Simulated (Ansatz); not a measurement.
C$_{3}$H$_{4}$N$_{2}$, charge -1, doublet (typed; the unrestricted solution is spin-contaminated), geometry from GFN2-xTB (a state made from the parent by changing its charge; the spin is typed, not shown lowest) (a gas-phase anion, which may not be bound at this level); MP2/def2-SVP run with Ansatz (a quantum-chemistry and plane-wave program).

Here is a job for Ansatz.
Ansatz 0.2 input:
```yaml
crystal:
  periodic: [false, false, false]
  atoms:
    - {symbol: C, position_ang: [-0.84652934, -0.79820206, -0.09033747]}
    - {symbol: C, position_ang: [-0.98675970, 0.56810509, -0.20046441]}
    - {symbol: N, position_ang: [0.30353582, 1.16944435, 0.00193029]}
    - {symbol: C, position_ang: [1.10396885, -0.00117219, 0.31192324]}
    - {symbol: N, position_ang: [0.41553358, -1.16883674, 0.17615163]}
    - {symbol: H, position_ang: [-1.63968728, -1.53536007, -0.17101545]}
    - {symbol: H, position_ang: [-1.83265158, 1.17121505, -0.49959039]}
    - {symbol: H, position_ang: [0.64061912, 1.70945800, -0.82541420]}
    - {symbol: H, position_ang: [2.17415517, 0.03804876, 0.12271830]}
basis:
  gaussian:
    orbitals: def2-SVP
total_charge: -1
magnetization: {spin_polarized: true, initial_magnetization: 1}
correlation: {method: mp2}
```

The log (banner, timings and long lists left out):

```
Functional definition: HF
932 factors; integrals over basis functions are off by at most 1.6e-3 eV
mean field evaluation 1: about -6107.3661 eV, gradient 1.8e1 eV
mean field evaluation 2: about -6107.3759 eV, gradient 1.8e1 eV
mean field evaluation 4: about -6109.7281 eV, gradient 4.0e0 eV
mean field evaluation 8: about -6109.8983 eV, gradient 2.8e-1 eV
mean field -6109.90413930 eV, -224.5348356776 hartree, gradient 2.7e-6 eV, S^2 0.862836; 0 other end points of the search recorded, 0 dependent functions left out
5 core orbitals not correlated
reference -6109.90413930 eV, -224.5348356776 hartree; 14, 13 occupied and 71, 72 virtual orbitals, 932 factors
second order -19.50746589 eV of doubles, -0.00000000 eV of singles
Total energy: -6129.41160519 eV, -225.2517218264 hartree
```
